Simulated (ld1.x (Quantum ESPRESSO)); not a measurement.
## Plane-wave convergence, TM potential for N

```
Element                 : N (Z = 7)
Generator               : ld1.x (Quantum ESPRESSO) 7.5
Type                    : norm-conserving Troullier–Martins (Kleinman–Bylander form)
Functional              : Wu–Cohen
Relativity              : scalar-relativistic
Frozen core             : [He]
Valence charge          : 5
Reference configuration : 2s2 2p3
Partial waves           : 2s (bound): rc 0.65 bohr; 2p (bound): rc 1.30 bohr; 3d channel at -0.15 Ry: rc 1.30 bohr
Local potential         : all-electron potential smoothed inside 0.70 bohr (lloc = -1)
Core correction         : none
```

The pseudo-atom Hamiltonian at the reference potential is diagonalised in spherical Bessel functions j_l(qr) that vanish at 20 bohr, with q² up to the cutoff. All-electron valence levels (Ry): 2s -1.3577, 2p -0.5185.

**Question.** How do the lowest levels (Ry) of each channel move with the cutoff, and are there ghosts?

**Answer.**

```tsv
cutoff (Ry)	s #1	p #1	p #2	d #1	f #1	Σ f·Δε (mRy)
8	-1.1947	-0.1127	0.0481	0.0770	0.1195	1542.9
25	-1.2594	-0.3801	0.0389	0.0770	0.1195	611.1
50	-1.3040	-0.5062	0.0369	0.0770	0.1195	143.6
100	-1.3232	-0.5183	0.0367	0.0770	0.1195	69.0
180	-1.3542	-0.5185	0.0367	0.0770	0.1195	6.3
400	-1.3574	-0.5185	0.0367	0.0770	0.1195	0.0
```

Result: no extra level below or beside the all-electron valence levels (s, p, d, f tested); 10 mRy is reached at 160 Ry and 1 mRy at over 300 Ry.

Its largest configuration-test error is +797 meV.
